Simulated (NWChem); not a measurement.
System: CH$_{3}$F$_{3}$OSi; SMILES OC[Si](F)(F)F

Excerpt of the output:

```
             Northwest Computational Chemistry Package (NWChem) 7.3.0
             --------------------------------------------------------

 C1  symmetry detected

                             Geometry "geometry" -> ""
                             -------------------------

 Output coordinates in angstroms (scale by  1.889725989 to convert to a.u.)

  No.       Tag          Charge          X              Y              Z
 ---- ---------------- ---------- -------------- -------------- --------------
    1 O                    8.0000     0.08786606     2.30312183    -0.07535421
    2 C                    6.0000    -0.86281958     1.23734170    -0.17597929
    3 Si                  14.0000    -0.00929819    -0.42028856    -0.01419884
    4 F                    9.0000     0.90954900    -0.77301896    -1.26838140
    5 F                    9.0000    -1.04946841    -1.61819214     0.17319354
    6 F                    9.0000     0.93360183    -0.37733738     1.27753802
    7 H                    1.0000     0.46381696     2.28525523     0.81893644
    8 H                    1.0000    -1.67646374     1.33506169     0.56085319
    9 H                    1.0000    -1.32633143     1.33163445    -1.16344779

 Effective nuclear repulsion energy (a.u.)     338.8282665632

                                 NWChem DFT Module
                                 -----------------

 Summary of "ao basis" -> "ao basis" (spherical)
 ------------------------------------------------------------------------------
       Tag                 Description            Shells   Functions and Types
 ---------------- ------------------------------  ------  ---------------------
 O                         def2-tzvp                11       31   5s3p2d1f
 C                         def2-tzvp                11       31   5s3p2d1f
 Si                        def2-tzvp                13       37   5s5p2d1f
 F                         def2-tzvp                11       31   5s3p2d1f
 H                         def2-tzvp                 4        6   3s1p

            General Information
            -------------------
          SCF calculation type: DFT
          Wavefunction type:  closed shell.
          No. of atoms     :     9
          No. of electrons :    58
           Alpha electrons :    29
            Beta electrons :    29
          Charge           :     0
          Spin multiplicity:     1
          Use of symmetry is: off; symmetry adaption is: off
          Maximum number of iterations: 150
          AO basis - number of functions:   210
                     number of shells:    80
          Convergence on energy requested:  1.00D-06
          Convergence on density requested:  1.00D-05
          Convergence on gradient requested:  5.00D-04

              XC Information
              --------------
                       M06-2X Method XC Functional
                     Hartree-Fock (Exact) Exchange  0.540
                        M06-2X Exchange Functional  1.000
                      M06-2X Correlation Potential  1.000

             Grid Information
             ----------------
          Grid used for XC integration:  medium
          Radial quadrature: Mura-Knowles
          Angular quadrature: Lebedev.
          Tag              B.-S. Rad. Rad. Pts. Rad. Cut. Ang. Pts.
          ---              ---------- --------- --------- ---------
          O                   0.60       49          10.0       434
          C                   0.70       49           8.0       434
          Si                  1.10       88          10.0       590
          F                   0.50       49          11.0       434
          H                   0.35       45          10.0       434
          Grid pruning is: on
          Number of quadrature shells:   468
          Spatial weights used:  Erf1

      Superposition of Atomic Density Guess
      -------------------------------------

 Sum of atomic energies:        -701.04470866

      Non-variational initial energy
      ------------------------------

 Total energy =    -702.690407
 1-e energy   =   -1647.727334
 2-e energy   =     606.208660
 HOMO         =      -0.348004
 LUMO         =       0.038536

------------------------------------------------------------
EAF file 0: "./job.aoints.0" size=704643072 bytes
------------------------------------------------------------
               write      read    awrite     aread      wait
               -----      ----    ------     -----      ----
     calls:     1344         0         0         0         0
   data(b): 7.05e+08  0.00e+00  0.00e+00  0.00e+00
   time(s): 0.00e+00  0.00e+00  0.00e+00  0.00e+00  0.00e+00
rate(mb/s): 0.00e+00  0.00e+00
------------------------------------------------------------

     ---------------------------------------------
      Total Density - Mulliken Population Analysis
     ---------------------------------------------

    Atom       Charge   Shell Charges
 -----------   ------   -------------------------------------------------------
    1 O    8     8.67   0.79  1.18  0.59  0.94  0.26  1.96  2.13  0.79  0.00  0.02  0.00
    2 C    6     6.21   0.86  1.12  0.53  0.66  0.13  1.11  1.31  0.39  0.02  0.07  0.01
    3 Si  14    12.37   2.00  0.59  1.39  0.71  0.22  4.10  1.74  0.45  0.56  0.10  0.24  0.17  0.12
    4 F    9     9.50   0.77  1.20  0.61  1.01  0.31  2.36  2.35  0.87  0.00  0.01  0.00
    5 F    9     9.50   0.77  1.20  0.61  1.01  0.31  2.36  2.35  0.88  0.00  0.01  0.00
    6 F    9     9.50   0.77  1.20  0.61  1.01  0.31  2.36  2.35  0.88  0.00  0.01  0.00
    7 H    1     0.56   0.20  0.26  0.06  0.04
    8 H    1     0.84   0.24  0.45  0.13  0.02
    9 H    1     0.84   0.24  0.45  0.13  0.02

   convergence    iter        energy       DeltaE   RMS-Dens  Diis-err
 ---------------- ----- ----------------- --------- --------- ---------
 d= 0,ls=0.0,diis     1   -704.2544219695 -1.04D+03  4.89D-03  1.53D+00
 d= 0,ls=0.0,diis     2   -704.2598562824 -5.43D-03  2.22D-03  1.82D+00
 d= 0,ls=0.0,diis     3   -704.3953372417 -1.35D-01  3.24D-04  1.76D-02
 d= 0,ls=0.0,diis     4   -704.3965195036 -1.18D-03  1.05D-04  1.45D-03
 d= 0,ls=0.0,diis     5   -704.3966218177 -1.02D-04  3.51D-05  2.73D-04
  Resetting Diis
 d= 0,ls=0.0,diis     6   -704.3966439740 -2.22D-05  1.04D-05  1.28D-05
 d= 0,ls=0.0,diis     7   -704.3966451523 -1.18D-06  2.18D-06  2.33D-07
 d= 0,ls=0.0,diis     8   -704.3966451774 -2.51D-08  6.12D-07  6.33D-08

         Total DFT energy =     -704.396645177388
      One electron energy =    -1650.895197593291
           Coulomb energy =      675.173498626256
    Exchange-Corr. energy =      -67.503212773518
 Nuclear repulsion energy =      338.828266563166

 Numeric. integr. density =       57.999998876468

                       DFT Final Molecular Orbital Analysis
                       ------------------------------------

 Vector   27  Occ=2.000000D+00  E=-5.113664D-01
              MO Center= -1.4D-01,  1.1D+00, -7.3D-02, r^2= 3.0D+00
   Bfn.  Coefficient  Atom+Function         Bfn.  Coefficient  Atom+Function
  ----- ------------  ---------------      ----- ------------  ---------------
     7     -0.190459  1 O  py                 6      0.186024  1 O  px
    10     -0.164326  1 O  py               106     -0.164965  4 F  py
     9      0.157425  1 O  px                37      0.152727  2 C  px
    38     -0.145447  2 C  py               168     -0.142499  6 F  py
   109     -0.136295  4 F  py                40      0.125469  2 C  px

 Vector   28  Occ=2.000000D+00  E=-4.337564D-01
              MO Center= -4.2D-01,  1.7D+00, -1.5D-01, r^2= 2.0D+00
   Bfn.  Coefficient  Atom+Function         Bfn.  Coefficient  Atom+Function
  ----- ------------  ---------------      ----- ------------  ---------------
     8      0.269633  1 O  pz                11      0.219794  1 O  pz
    39     -0.190430  2 C  pz               206      0.165682  9 H  s
    42     -0.145839  2 C  pz                 5     -0.142241  1 O  s
     6     -0.141820  1 O  px                14      0.141250  1 O  pz
   200     -0.138217  8 H  s                 38      0.132059  2 C  py

 Vector   29  Occ=2.000000D+00  E=-3.669436D-01
              MO Center= -2.9D-01,  1.6D+00, -5.7D-02, r^2= 2.1D+00
   Bfn.  Coefficient  Atom+Function         Bfn.  Coefficient  Atom+Function
  ----- ------------  ---------------      ----- ------------  ---------------
     7     -0.262835  1 O  py                 6      0.254010  1 O  px
    10     -0.223519  1 O  py                 9      0.214967  1 O  px
    66     -0.215089  3 Si s                 13     -0.199347  1 O  py
    12      0.180207  1 O  px                38      0.155629  2 C  py
    78     -0.147706  3 Si py                41      0.135492  2 C  py

 Vector   30  Occ=0.000000D+00  E= 3.393109D-02
              MO Center=  1.5D-01,  1.5D+00,  6.4D-01, r^2= 4.7D+00
   Bfn.  Coefficient  Atom+Function         Bfn.  Coefficient  Atom+Function
  ----- ------------  ---------------      ----- ------------  ---------------
    36      1.395183  2 C  s                195     -0.997808  7 H  s
    67     -0.860287  3 Si s                201     -0.851562  8 H  s
     5      0.798662  1 O  s                207     -0.541954  9 H  s
    43     -0.401194  2 C  px               166      0.371951  6 F  s
    44     -0.350012  2 C  py                14      0.246383  1 O  pz

 Vector   31  Occ=0.000000D+00  E= 5.890206D-02
              MO Center= -1.2D+00, -9.7D-02, -3.1D-01, r^2= 5.2D+00
   Bfn.  Coefficient  Atom+Function         Bfn.  Coefficient  Atom+Function
  ----- ------------  ---------------      ----- ------------  ---------------
    36      2.716827  2 C  s                 67     -1.650458  3 Si s
   201     -1.308882  8 H  s                207     -1.291676  9 H  s
   135      0.678349  5 F  s                  5     -0.531492  1 O  s
    80      0.468012  3 Si px               104      0.331848  4 F  s
    81      0.323445  3 Si py                43     -0.275249  2 C  px

[...]
```

Level: M06-2X/def2-TZVP. The geometry was optimised at B3LYP/6-31G* (spherical d).

Question: Which NWChem input produces such a log?

Answer: This is not unique; one that fits is the input that was run:
```
start job
memory heap 200 mb stack 900 mb global 1100 mb
geometry units angstroms noautoz
  O      0.192202     2.311461    -0.063970
  C     -0.809938     1.291442    -0.135332
  Si    -0.028483    -0.405036    -0.018284
  F      0.824442    -0.788569    -1.309444
  F     -1.115051    -1.555458     0.200673
  F      0.964082    -0.416864     1.236373
  H      0.600833     2.268449     0.814998
  H     -1.589427     1.419967     0.633021
  H     -1.305997     1.415643    -1.103489
end
basis spherical
  * library def2-tzvp
end
dft
  xc m06-2x
  iterations 150
  semidirect filesize 400000000
  mulliken
end
task dft energy
```
